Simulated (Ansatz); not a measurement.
Total energies of the cluster Hf2S2⁺ from Ansatz at PBE0-D4/def2-TZVP, gas phase (1 Eh = 27.2114 eV = 2625.5 kJ/mol). The reference geometry is relaxed at r2SCAN-D4/def2-SVP.

| atom | x (Å) | y (Å) | z (Å) |
| --- | --- | --- | --- |
| Hf1 | -0.249 | 0.922 | -1.009 |
| Hf2 | -0.227 | -0.250 | 1.348 |
| S3 | -1.274 | -1.198 | -0.584 |
| S4 | 1.750 | 0.526 | 0.246 |

```csv
state,geometry,energy (Eh)
charge 1 doublet,reference,-891.99552
charge 0 singlet,reference,-892.20726
charge 1 quartet,relaxed at r2SCAN-D4/def2-SVP,-891.98226
```

In the def2 sets Hf takes a core potential; there is no spin–orbit coupling.

Work out the vertical electron affinity, to the singlet.

E(charge 1 doublet) − E(charge 0 singlet) = -891.99552 − (-892.20726) = 0.21174 Eh = 5.76 eV.

Which of the charge 1 states is lowest, and how far above it are the others?

The doublet. quartet: -891.98226 − (-891.99552) = 0.01326 Eh = 34.8 kJ/mol.

A triplet lies near this restricted singlet, and broken spin symmetry wasn't tried. 

The structure comes from a short search, and lower isomers may exist.
